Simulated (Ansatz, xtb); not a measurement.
Relative energy of two structures of F2Ga2H6N2

Structure I: a singlet given by its coordinates. Structure II: `[F][Ga@H-]1[NH2+][Ga@H-]([F])[NH2+]1`, a singlet. Both are isolated molecules in the gas phase, relaxed with PBE0-D4/def2-SVP.

I (Å):

```xyz
12

F     4.1177   -1.6266    1.2762
F     1.6095   -3.0287    0.7632
Ga    0.3524   -2.3185    2.1311
Ga    2.5987   -1.4296    0.4079
N    -1.2953   -2.0936    1.3696
N     1.3966   -0.6391    1.7644
H    -1.3586   -1.8595    0.3836
H    -2.0235   -2.7645    1.5917
H     0.6661   -3.0021    3.4882
H     0.7977    0.1307    1.4661
H     1.9327   -0.3113    2.5692
H     2.5342   -1.0167   -1.0836
```

Close contacts (Å): F1–Ga4 1.76, F2–Ga3 1.99, F2–Ga4 1.91, Ga3–N5 1.83, Ga3–N6 2.01, Ga4–N6 1.98, Ga3–H9 1.55, Ga4–H12 1.55, N5–H7 1.02, N5–H8 1.01, N6–H10 1.02, N6–H11 1.02.

II (Å):

```xyz
12

F    -1.9585    0.6525    1.1661
F     1.2245   -3.1584    2.6679
Ga   -1.5198   -0.5302    2.4139
Ga    0.7883   -1.9768    1.4182
N    -1.1990   -2.1794    1.3297
N     0.4674   -0.3262    2.5003
H    -2.3333   -0.6331    3.7348
H    -1.6198   -2.1127    0.4023
H    -1.5105   -3.0596    1.7418
H     1.6036   -1.8760    0.0982
H     0.8891   -0.3910    3.4274
H     0.7777    0.5535    2.0864
```

Problem. Estimate which is lower in electronic energy at CCSD(T)/def2-SVP + ΔMP2/def2-TZVPP, and by roughly how much.

Solution. The CCSD(T)/def2-SVP + ΔMP2/def2-TZVPP calculation puts structure II lower, by 0.511 eV.

The same difference at several levels:

| level | geometry | E(II) − E(I) (eV) | departure from the last row (eV) | job, with rough time for the two |
| --- | --- | --- | --- | --- |
| GFN2-xTB | GFN2-xTB | −0.496 | +0.015 | optimisation, 0.22 s |
| HF/STO-3G | GFN2-xTB | −0.303 | +0.209 | single point, 1.4 s |
| r2SCAN-D4/def2-SVP | GFN2-xTB | −0.507 | +0.005 | single point, 8.7 s |
| PBE0-D4/def2-SVP | PBE0-D4/def2-SVP | −0.541 | −0.029 | optimisation, 98 s |
| HF/def2-SVP | PBE0-D4/def2-SVP | −0.468 | +0.044 | part of the CCSD(T) run |
| MP2/def2-SVP | PBE0-D4/def2-SVP | −0.524 | −0.012 | part of the CCSD(T) run |
| CCSD(T)/def2-SVP | PBE0-D4/def2-SVP | −0.508 | +0.003 | single point |
| CCSD(T)/def2-SVP + ΔMP2/def2-TZVPP | PBE0-D4/def2-SVP | −0.511 |  | single point, 3.9 min |

None of the levels shown reverses the order. The largest departure from CCSD(T)/def2-SVP + ΔMP2/def2-TZVPP is that of HF/STO-3G, 0.209 eV. The last row adds to CCSD(T) the change of the MP2 difference between the two basis sets, here −0.003 eV.

With thermal terms from frequencies at re-optimised GFN2-xTB minima (ideal gas, soft modes damped towards free rotors, one conformer each, 298.15 K, 1 atm): the zero-point term adds +0.040 eV; ΔH is −0.493 and ΔG −0.425 eV.

The correlated steps freeze 22 core orbitals; the filled d shell of Ga is correlated, in a basis made for valence electrons. Mirror images aren't counted in ΔG. Run with Ansatz 0.2.0, xtb 6.7.1; the last row on 2 threads of Arm Neoverse V1 on a shared host.
